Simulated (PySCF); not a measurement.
A structure optimised at PBE-D3(BJ)/def2-SVP, used in a PySCF frequency run:

```
C
H 1 1.1111
C 1 1.5262 2 110.80
H 3 1.1087 1 110.83 2 60.81
H 3 1.1099 4 107.10 1 -121.90
H 3 1.1107 4 107.48 5 -115.24
C 1 1.5489 2 111.59 3 -134.13
H 7 1.1103 1 116.96 2 6.41
H 7 1.1109 8 109.36 1 -133.11
O 7 1.4692 8 110.14 9 -120.90
B 10 1.3807 7 90.18 8 -122.23
C 11 1.5231 10 126.69 7 -178.14
C 12 1.2297 10 158.11 11 -179.31
H 13 1.0822 10 164.48 11 -179.61
```
Charge 0, spin multiplicity 1.

**Question.** Write its SMILES and formula.

**Answer.** C#CB1OC[C@@H]1C, C5H7BO

**Question.** What are its rotational constants (standard atomic weights)?

**Answer.** 4.4742, 1.8963, 1.4113 GHz
